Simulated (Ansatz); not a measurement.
Consider the ligand exchange at the Si–C bond: `FC([SiH3])S` + `[NH2][Cd][OH]` → `[NH2][Cd][O][SiH3]` + `FCS`.

Computed with Ansatz on PBE0-D4/def2-TZVP structures; ΔE is electronic, products minus reactants. CCSD(T)/CBS adds triple-zeta CCSD(T) − MP2 to the extrapolated MP2 energy (def2 sets, frozen cores). DFT in def2-TZVPP. def2 core potentials past Kr. For Cd outer-core shells are correlated without core-valence functions, which leaves a few kJ/mol of doubt a bond. Each species was taken in one conformer, which may not be the lowest.

`FC([SiH3])S`:

```xyz
9

F     0.468    1.872    0.176
C    -0.232    0.799   -0.365
Si   -0.211   -0.664    0.847
S     0.385    0.336   -1.981
H    -1.257    1.139   -0.552
H    -1.172   -1.686    0.365
H    -0.593   -0.204    2.206
H     1.166   -1.219    0.864
H     1.446   -0.374   -1.561
```

`[NH2][Cd][OH]`:

Cartesian coordinates in Å:
```
N -0.755 1.203 0.772
Cd -0.041 -0.408 -0.175
O 0.404 -2.093 -1.078
H -0.672 2.042 0.209
H -0.255 1.389 1.634
H 1.319 -2.133 -1.363
```

`[NH2][Cd][O][SiH3]`:

```xyz
9

N     1.716    1.878   -1.630
Cd    0.880    0.391   -0.589
O    -0.001   -1.020    0.447
Si   -1.423   -1.201    1.203
H     2.600    2.163   -1.223
H     1.920    1.594   -2.582
H    -2.580   -1.102    0.262
H    -1.473   -2.539    1.855
H    -1.638   -0.164    2.258
```

`FCS`:

Cartesian coordinates in Å:
```
F -1.489 -0.151 -0.312
C -0.168 0.224 -0.383
S 0.937 -0.950 0.392
H -0.071 1.208 0.077
H 0.123 0.271 -1.434
H 0.668 -0.602 1.660
```

```tsv
level	ΔE (eV)
LDA (SPW92)	-1.05
BHLYP	-1.46
```

What does CCSD(T)/CBS give? (Best estimate.)

Ansatz gave: -1.28 eV. The listed levels differ from it by 0.23, -0.18 eV.

Largest T1 diagnostic among the species: 0.016.

Leaving LDA and LC-ωPBE aside and taking each functional with its dispersion term where it has one, the values, not all of them listed here, spread over 0.36 eV, from BHLYP-D4 to revPBE-D4. LDA lies +0.06 eV from PBE without D4. From PBE to PBE0 (25 % exact exchange), in def2-TZVPP and without D4, ΔE moves by −0.13 eV.
